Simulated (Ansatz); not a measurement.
Gas-phase electronic energies from Ansatz, PBE0-D4/def2-TZVP geometries. CCSD(T)/CBS is the MP2 limit (def2-TZVPP, def2-QZVPP) plus CCSD(T) − MP2 in def2-TZVPP, frozen cores. This one scheme is used for every species. Functionals use def2-TZVPP. Elements past krypton have def2 core potentials. For In outer-core shells are correlated without core-valence functions, which leaves a few kJ/mol of doubt a bond. One conformer a species, not always the lowest.

`[CH3][InH][CH3]` + H₂O → `[CH3][InH-]([CH3])[OH2+]`  (adduct formation)

`[CH3][InH][CH3]`:

Cartesian coordinates in Å:
```
C -1.280 1.374 0.007
In 0.680 0.471 0.088
C 0.842 -1.678 -0.062
H -1.751 1.149 -0.953
H -1.916 0.955 0.790
H -1.236 2.456 0.131
H 2.099 1.453 0.269
H 1.877 -2.013 -0.016
H 0.402 -2.018 -1.003
H 0.282 -2.149 0.749
```

H₂O:

Z-matrix (Å, degrees):
```
O
H 1 0.960
H 1 0.960 2 105.1
```

`[CH3][InH-]([CH3])[OH2+]`:

```xyz
13

C    -0.097    1.076   -1.686
In    0.106   -0.739   -0.512
C     1.421   -0.713    1.216
O    -1.839   -0.131    0.882
H     0.654    1.099   -2.479
H     0.046    1.968   -1.072
H    -1.077    1.129   -2.167
H    -0.470   -2.249   -1.141
H     2.436   -0.992    0.923
H     1.470    0.281    1.666
H     1.094   -1.430    1.974
H    -1.560   -0.020    1.796
H    -2.184    0.722    0.599
```

Question: Is it downhill or uphill in electronic energy at CCSD(T)/CBS, and by how much? (An estimate is asked.)

Answer: The calculation gave: Downhill: ΔE = -11.8 kcal/mol.

Question: What do these levels give: r2SCAN-D4, B97M-V, PBE0-D4, PBE0, MP2/def2-QZVPP, HF/CBS(def2)? (Best estimate.)

Answer: The calculation gave: r2SCAN-D4 -12.3, B97M-V -12.2, PBE0-D4 -11.0, PBE0 -9.8, MP2/def2-QZVPP -11.7, HF/CBS(def2) -7.6 kcal/mol.

Largest T1 diagnostic among the species: 0.012.

The D4 term adds −2.2 kcal/mol with B3LYP and −1.3 kcal/mol with PBE0; it sums over pairs of atoms, weighted by their polarisabilities, and B3LYP, whose exchange is more repulsive, gets the larger term. From BLYP to BHLYP (50 % exact exchange), in def2-TZVPP and without D4, ΔE moves by −2.6 kcal/mol.

B3LYP here is the variant with VWN-RPA as its local correlation; programs differ in this.
